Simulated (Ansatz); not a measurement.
Ansatz (a first-principles code) input (B3LYP-D3(BJ)/def2-TZVP):

Ansatz 0.2 input:
```yaml
crystal:
  periodic: [false, false, false]
  atoms:
    - {symbol: C, position_ang: [1.92226939, -0.86032362, 0.05160921]}
    - {symbol: C, position_ang: [0.52452885, -0.43559747, 0.51071739]}
    - {symbol: C, position_ang: [-0.57485191, -1.07174911, -0.25443309]}
    - {symbol: C, position_ang: [-1.60402725, -0.09456571, -0.67197014]}
    - {symbol: C, position_ang: [-1.26328826, 1.15676626, 0.14564767]}
    - {symbol: C, position_ang: [0.25169882, 1.06719439, 0.33091424]}
    - {symbol: H, position_ang: [2.05687449, -0.63519813, -1.00403769]}
    - {symbol: H, position_ang: [2.68415070, -0.33177868, 0.62055385]}
    - {symbol: H, position_ang: [2.06029025, -1.92919442, 0.19644487]}
    - {symbol: H, position_ang: [0.44071211, -0.69300395, 1.58063767]}
    - {symbol: H, position_ang: [-0.59571986, -2.11245704, -0.51370225]}
    - {symbol: H, position_ang: [-1.53047124, 0.12220075, -1.74865287]}
    - {symbol: H, position_ang: [-2.62443607, -0.45059408, -0.49810343]}
    - {symbol: H, position_ang: [-1.56962408, 2.07918096, -0.34613065]}
    - {symbol: H, position_ang: [-1.75761540, 1.10438302, 1.11722866]}
    - {symbol: H, position_ang: [0.75488301, 1.41625649, -0.57281385]}
    - {symbol: H, position_ang: [0.60545370, 1.66185778, 1.17200259]}
basis:
  gaussian:
    orbitals: def2-TZVP
hamiltonian:
  xc: b3lyp
  dispersion: d3bj
magnetization: {spin_polarized: true, initial_magnetization: 1}
relax: {f_tol: 0.002, max_steps: 150}
```

Output:

```
Functional definition: B3LYP
integrals: 0.20 GiB planned
1564 factors; their error is unknown
0.37 GiB of the device are held for the grids
1.54 GiB of device memory are held for the factors and their scratch space
mean field: 1.86 GiB planned
mean field evaluation 1: about -6386.9150 eV, gradient 5.7e1 eV
mean field evaluation 2: about -6369.4121 eV, gradient 8.2e1 eV
mean field evaluation 4: about -6402.7223 eV, gradient 4.3e0 eV
mean field evaluation 8: about -6402.8096 eV, gradient 7.1e-2 eV
mean field evaluation 16: about -6402.7605 eV, gradient 7.0e-4 eV
mean field -6402.76054186 eV, -235.2971099663 hartree, gradient 4.9e-5 eV, S^2 0.754263; 0 other end points of the search recorded, 0 dependent functions left out
the calculation of the forces begins
reference -6402.76086279 eV, -235.2971217603 hartree; 24, 23 occupied and 228, 229 virtual orbitals, 1564 factors
relax step   1: F+E_penalty+E_count = -6403.41300484 eV  Δ(F+E_penalty+E_count) = +0.000e0 eV  max|allowed force component| = 4.008e-1 eV/Å  Δτ_max = 0.0000 Å  (32 SCF iters, accepted)
these checks for a lower state are left out or cut short: starts, cluster_reference, orbital_swaps, neighbouring_geometries, increment
integrals: 0.20 GiB planned
1564 factors; their error is unknown
0.37 GiB of the device are held for the grids
1.54 GiB of device memory are held for the factors and their scratch space
mean field: 1.86 GiB planned
mean field -6402.77893143 eV, -235.2977857707 hartree, gradient 1.8e-5 eV, S^2 0.754325; 0 other end points of the search recorded, 0 dependent functions left out
the calculation of the forces begins
reference -6402.77925334 eV, -235.2977976005 hartree; 24, 23 occupied and 228, 229 virtual orbitals, 1564 factors
relax step   2: F+E_penalty+E_count = -6403.42786172 eV  Δ(F+E_penalty+E_count) = -1.486e-2 eV  max|allowed force component| = 1.520e-1 eV/Å  Δτ_max = 0.0310 Å  (33 SCF iters, accepted)
these checks for a lower state are left out or cut short: starts, cluster_reference, orbital_swaps, neighbouring_geometries, increment
integrals: 0.20 GiB planned
1564 factors; their error is unknown
0.37 GiB of the device are held for the grids
1.54 GiB of device memory are held for the factors and their scratch space
mean field: 1.86 GiB planned
mean field evaluation 32: about -6402.7821 eV, gradient 1.3e-5 eV
mean field -6402.78211497 eV, -235.2979027636 hartree, gradient 1.3e-5 eV, S^2 0.754348; 0 other end points of the search recorded, 0 dependent functions left out
the calculation of the forces begins
reference -6402.78243715 eV, -235.2979146033 hartree; 24, 23 occupied and 228, 229 virtual orbitals, 1564 factors
relax step   3: F+E_penalty+E_count = -6403.43010330 eV  Δ(F+E_penalty+E_count) = -2.242e-3 eV  max|allowed force component| = 7.435e-2 eV/Å  Δτ_max = 0.0185 Å  (33 SCF iters, accepted)
these checks for a lower state are left out or cut short: starts, cluster_reference, orbital_swaps, neighbouring_geometries, increment
integrals: 0.20 GiB planned
1564 factors; their error is unknown
0.37 GiB of the device are held for the grids
1.54 GiB of device memory are held for the factors and their scratch space
mean field: 1.86 GiB planned
mean field -6402.78271283 eV, -235.2979247344 hartree, gradient 1.3e-5 eV, S^2 0.754343; 0 other end points of the search recorded, 0 dependent functions left out
the calculation of the forces begins
reference -6402.78303499 eV, -235.2979365736 hartree; 24, 23 occupied and 228, 229 virtual orbitals, 1564 factors
relax step   4: F+E_penalty+E_count = -6403.43077840 eV  Δ(F+E_penalty+E_count) = -6.751e-4 eV  max|allowed force component| = 1.127e-2 eV/Å  Δτ_max = 0.0179 Å  (34 SCF iters, accepted)
these checks for a lower state are left out or cut short: starts, cluster_reference, orbital_swaps, neighbouring_geometries, increment
integrals: 0.20 GiB planned
1564 factors; their error is unknown
0.37 GiB of the device are held for the grids
1.54 GiB of device memory are held for the factors and their scratch space
mean field: 1.86 GiB planned
mean field -6402.78272172 eV, -235.2979250611 hartree, gradient 1.3e-5 eV, S^2 0.754345; 0 other end points of the search recorded, 0 dependent functions left out
the calculation of the forces begins
reference -6402.78304393 eV, -235.2979369022 hartree; 24, 23 occupied and 228, 229 virtual orbitals, 1564 factors
relax step   5: F+E_penalty+E_count = -6403.43071646 eV  Δ(F+E_penalty+E_count) = +6.194e-5 eV  max|allowed force component| = 5.810e-2 eV/Å  Δτ_max = 0.0214 Å  (34 SCF iters, rejected (line search))
these checks for a lower state are left out or cut short: starts, cluster_reference, orbital_swaps, neighbouring_geometries, increment
integrals: 0.20 GiB planned
1564 factors; their error is unknown
0.37 GiB of the device are held for the grids
1.54 GiB of device memory are held for the factors and their scratch space
mean field: 1.86 GiB planned
mean field -6402.78289835 eV, -235.2979315523 hartree, gradient 1.3e-5 eV, S^2 0.754343; 0 other end points of the search recorded, 0 dependent functions left out
the calculation of the forces begins
reference -6402.78322055 eV, -235.2979433927 hartree; 24, 23 occupied and 228, 229 virtual orbitals, 1564 factors
relax step   6: F+E_penalty+E_count = -6403.43093125 eV  Δ(F+E_penalty+E_count) = -1.528e-4 eV  max|allowed force component| = 3.800e-3 eV/Å  Δτ_max = 0.0106 Å  (33 SCF iters, accepted)
these checks for a lower state are left out or cut short: starts, cluster_reference, orbital_swaps, neighbouring_geometries, increment
integrals: 0.20 GiB planned
1564 factors; their error is unknown
0.37 GiB of the device are held for the grids
1.54 GiB of device memory are held for the factors and their scratch space
mean field: 1.86 GiB planned
mean field -6402.78296941 eV, -235.2979341637 hartree, gradient 1.3e-5 eV, S^2 0.754343; 0 other end points of the search recorded, 0 dependent functions left out
the calculation of the forces begins
reference -6402.78329163 eV, -235.2979460049 hartree; 24, 23 occupied and 228, 229 virtual orbitals, 1564 factors
relax step   7: F+E_penalty+E_count = -6403.43097067 eV  Δ(F+E_penalty+E_count) = -3.943e-5 eV  max|allowed force component| = 4.256e-3 eV/Å  Δτ_max = 0.0097 Å  (34 SCF iters, accepted)
these checks for a lower state are left out or cut short: starts, cluster_reference, orbital_swaps, neighbouring_geometries, increment
integrals: 0.20 GiB planned
1564 factors; their error is unknown
0.37 GiB of the device are held for the grids
1.54 GiB of device memory are held for the factors and their scratch space
mean field: 1.85 GiB planned
mean field evaluation 64: about -6402.7821 eV, gradient 5.4e-1 eV
mean field -6402.78298188 eV, -235.2979346218 hartree, gradient 1.3e-5 eV, S^2 0.754343; 0 other end points of the search recorded, 0 dependent functions left out
the calculation of the forces begins
reference -6402.78330409 eV, -235.2979464631 hartree; 24, 23 occupied and 228, 229 virtual orbitals, 1564 factors
relax step   8: F+E_penalty+E_count = -6403.43097365 eV  Δ(F+E_penalty+E_count) = -2.978e-6 eV  max|allowed force component| = 1.865e-3 eV/Å  Δτ_max = 0.0021 Å  (35 SCF iters, accepted)
integrals: 0.20 GiB planned
1564 factors; their error is unknown
0.37 GiB of the device are held for the grids
1.54 GiB of device memory are held for the factors and their scratch space
mean field: 1.85 GiB planned
mean field -6402.78298188 eV, -235.2979346218 hartree, gradient 1.3e-5 eV, S^2 0.754343; 1 other end points of the search recorded, 0 dependent functions left out
the calculation of the forces begins
reference -6402.78330409 eV, -235.2979464631 hartree; 24, 23 occupied and 228, 229 virtual orbitals, 1564 factors
Total energy: -6403.43129587 eV, -235.3217597215 hartree
Atom 0 at     1.944392    -0.868110     0.082229 Å, force     0.000352     0.000995    -0.000207 eV/Å
Atom 1 at     0.534634    -0.435362     0.484971 Å, force     0.000076    -0.000948     0.000345 eV/Å
Atom 2 at    -0.567264    -1.071520    -0.301280 Å, force    -0.000525     0.001213     0.000297 eV/Å
Atom 3 at    -1.632228    -0.092918    -0.668006 Å, force    -0.001569    -0.000579     0.000945 eV/Å
Atom 4 at    -1.269161     1.161970     0.153202 Å, force     0.000858    -0.001289    -0.001865 eV/Å
Atom 5 at     0.254159     1.071824     0.306854 Å, force     0.000888    -0.000054     0.000685 eV/Å
Atom 6 at     2.132370    -0.634578    -0.968175 Å, force     0.000121    -0.000103    -0.000350 eV/Å
Atom 7 at     2.698264    -0.356570     0.685219 Å, force     0.000233     0.000003    -0.000007 eV/Å
Atom 8 at     2.081084    -1.942942     0.217309 Å, force    -0.000486     0.000156     0.000104 eV/Å
Atom 9 at     0.408093    -0.682070     1.553288 Å, force     0.000115     0.000788     0.000367 eV/Å
Atom 10 at    -0.589532    -2.121674    -0.559603 Å, force     0.000194     0.000933    -0.000285 eV/Å
Atom 11 at    -1.609005     0.135072    -1.744779 Å, force     0.000135     0.000547     0.000208 eV/Å
Atom 12 at    -2.645123    -0.456045    -0.465127 Å, force    -0.000814    -0.000379    -0.000069 eV/Å
Atom 13 at    -1.598352     2.089623    -0.316018 Å, force     0.000043    -0.000025     0.000014 eV/Å
Atom 14 at    -1.743332     1.105464     1.136616 Å, force    -0.000346    -0.000566    -0.000697 eV/Å
Atom 15 at     0.740990     1.417020    -0.610952 Å, force     0.000273    -0.000370     0.000134 eV/Å
Atom 16 at     0.640837     1.674195     1.130164 Å, force     0.000454    -0.000324     0.000382 eV/Å
Dipole moment:    -0.015420     0.031419     0.021248 e Å
```

It need not be the lowest isomer of its formula.
